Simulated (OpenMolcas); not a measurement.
Co3+ (d6) in a complex was computed by CASSCF with the d shell active (OpenMolcas, ANO-RCC-VDZP on the metal). Its lowest spin-free states, and all those of the highest spin:

```json
{"2S+1": "5", "Degeneracy": "1", "E (cm-1)": "0.0"}
{"2S+1": "5", "Degeneracy": "2", "E (cm-1)": "1831"}
{"2S+1": "5", "Degeneracy": "1", "E (cm-1)": "5970"}
{"2S+1": "3", "Degeneracy": "2", "E (cm-1)": "10605"}
{"2S+1": "3", "Degeneracy": "1", "E (cm-1)": "10899"}
{"2S+1": "3", "Degeneracy": "1", "E (cm-1)": "12242"}
{"2S+1": "3", "Degeneracy": "2", "E (cm-1)": "18220"}
{"2S+1": "5", "Degeneracy": "1", "E (cm-1)": "19894"}
{"2S+1": "3", "Degeneracy": "1", "E (cm-1)": "21441"}
{"2S+1": "1", "Degeneracy": "1", "E (cm-1)": "22301"}
{"2S+1": "1", "Degeneracy": "2", "E (cm-1)": "23064"}
{"2S+1": "1", "Degeneracy": "1", "E (cm-1)": "24200"}
```

Task: Is the site octahedral, tetrahedral or cube-like, axial, or of lower symmetry?

Result: The states with 2S+1 = 5 have orbital degeneracies 1, 2, 1, 1. There are pairs but no triples, so the site is axial: not cubic, but with a proper or improper axis of order three or more. The run had Co3+ with 4 ligands (chloride) in square-planar coordination (D4h) at 2.24 Å. A charge of +0.25 e stands 3.2 Å behind each ligand. Ligand basis ANO-RCC-VDZP.

Without dynamic correlation the repulsion within the d shell is too large (B by tens of per cent), so at a given field states of lower spin stand too high. This shell can be high or low spin here, a state of another spin lies low, and with metal d orbitals alone active their balance is uncertain, so the ground spin may be wrong. The least metal-like active orbital is 75 % on the metal (Löwdin) and no ligand orbital is active, so the numbers are rough. Ligand-to-metal charge-transfer states are missing. With no ligand orbital active B as a rule stays too high, so bands that hang on it stand too high and its fall with covalency is understated. With metal d orbitals alone and no dynamic correlation the field as a rule comes out too small, by tens of per cent, by up to half for chloride and softer ligands, and the orbital part of g and χT, which goes as 1/10Dq, too large. No measured value stands beside these numbers; the geometry is a model, was not optimised and need not be the one that this ion takes.
